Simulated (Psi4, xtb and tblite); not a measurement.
Internal rotation in SMILES C=CC1CCCCC1 (C₈H₁₄). Scanned: dihedral C1–C2–C3–C4; all other coordinates were relaxed at GFN2-xTB. Heavy atoms are numbered in the order of the SMILES C=CC1CCCCC1, hydrogens after them in the order of the atoms that carry them; the mirror image has the same energies with the sign of each dihedral reversed.

Levels of theory: GFN2-xTB (xtb and tblite); PBE-D3(BJ)/def2-SVP // GFN2-xTB (Psi4).

Energies relative to the lowest point of each profile, in mEh:

```
φ / °  GFN2-xTB
-----  --------
-150        0.8
-120        0.0
-90         0.8
-60         2.4
-30         2.7
0           1.6
30          2.3
60          2.8
90          2.4
120         1.6
150         2.5
180         2.5
```

Problem. Estimate the PBE-D3(BJ)/def2-SVP values at these points.

Solution. -150: 1.4; -120: 0.0; -90: 1.2; -60: 3.2; -30: 2.0; 0: 0.1; 30: 1.7; 60: 3.5; 90: 2.0; 120: 0.1; 150: 1.6; 180: 3.4 (mEh).
